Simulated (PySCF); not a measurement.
Gas-phase reaction: 4 GaNH₂ + 3 CH₄ + CH₃C(CH₃)₂CH₃ → 4 Ga(CH₃)₂NH₂, at 1800 K and a standard pressure of 1 bar. Level: PBE/def2-SVP.

Energies from PySCF, thermal terms from the rigid-rotor harmonic-oscillator model, ideal gas at 1 bar. All species are closed-shell singlets. Ga: all electrons, no relativistic terms. Methyl groups turn as free rotors in Ga(CH₃)₂NH₂. GaNH₂, Ga(CH₃)₂NH₂: computed as isolated molecules; such fragments, hydroxides, amides, oligomers or adducts are transient or little studied in the gas. The harmonic model lacks anharmonicity and excited electronic states, which grow with temperature; levels with a mode under 35 cm⁻¹ are left out. Internal rotation in CH₃C(CH₃)₂CH₃ is treated as a harmonic vibration of one conformer, which makes the entropy rough.

```csv
species,E (Ha),H(1800 K) − E (kJ/mol),S°(1800 K) (J/mol/K)
GaNH₂,-1980.17172,169.0,364.2
CH₄,-40.41519,229.2,297.1
CH₃C(CH₃)₂CH₃,-197.32951,841.5,740.5
Ga(CH₃)₂NH₂,-2059.83120,564.9,680.7
```
E: electronic energy; H − E holds the zero-point and thermal terms. 1 Ha = 2625.5 kJ/mol.

Work out ΔH°, ΔS°, ΔG° and log10 K from these numbers.

1. ΔE = 4×(-2059.83120) − 4×(-1980.17172) − 3×(-40.41519) − 1×(-197.32951) = -0.06284 Ha = -165.0 kJ.
2. Δ(H − E) = 4×(564.9) − 4×(169.0) − 3×(229.2) − 1×(841.5) = 54.5 kJ, so ΔH° = -110.5 kJ.
3. ΔS° = 4×(680.7) − 4×(364.2) − 3×(297.1) − 1×(740.5) = -365.8 J/K; the number of gas molecules changes by -4.
4. ΔG° = ΔH° − TΔS° = -110.5 − 1800×(-365.8)/1000 = 547.9 kJ.
5. log10 K = −ΔG°/(RT ln 10) = -15.90, with RT ln 10 = 34.46 kJ/mol; at standard pressures the reactants are favoured.
6. A shift of 10 kJ in ΔE would move log10 K by 0.29 here.
For scale, ΔH°(298 K) is -173 kJ at this level, -203 kJ at ωB97M-V/def2-TZVP†, and runs from -321 to -60 kJ over the 17 levels computed († marks an energy on the PBE0/def2-TZVP geometry).
